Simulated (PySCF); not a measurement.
C3H7BN2. Atoms are numbered in the order given.

```xyz
13

N      0.0069    -2.2144     0.0000
B      0.0263    -0.7974     0.0000
C      1.2750     0.1689     0.0000
C      0.7915     1.4227     0.0000
C     -0.7166     1.4668     0.0000
N     -1.1074     0.0721     0.0000
H     -0.8389    -2.7674     0.0000
H      0.8543    -2.7636     0.0000
H      2.3470    -0.0511     0.0000
H      1.3781     2.3484     0.0000
H     -1.0893     2.0146     0.8883
H     -1.0893     2.0146    -0.8883
H     -2.0892    -0.1630     0.0000
```

Coordinates come from a ωB97X-D3(BJ)/def2-SVP optimisation. The structure was generated by enumeration, and PubChem lists no compound with its InChIKey, so it may never have been made. The values are those of a single conformer.

These are PBE/pcSseg-1 (PySCF) values and carry that method's errors.

GIAO shieldings, no solvent; atoms listed in one row are averaged. δ = σ(ref) − σ: ¹⁵N against NH3 (σ = 267.0 ppm); ¹¹B against BF3 (σ = 83.9 ppm); ¹³C against TMS (σ = 182.0 ppm); ¹H against TMS (σ = 31.49 ppm), references at their B3LYP-D3(BJ)/def2-TZVP geometries, non-relativistic.

Computed chemical shifts:
```tsv
nucleus	atoms	count	δ (ppm)
¹⁵N	N6	1	94.3
¹⁵N	N1	1	61.4
¹¹B	B2	1	15.4
¹³C	C4	1	156.0
¹³C	C3	1	138.7
¹³C	C5	1	61.7
¹H	H10	1	7.22
¹H	H9	1	6.46
¹H	H11, H12	2	4.34
¹H	H13	1	2.71
¹H	H8	1	2.51
¹H	H7	1	2.31
```
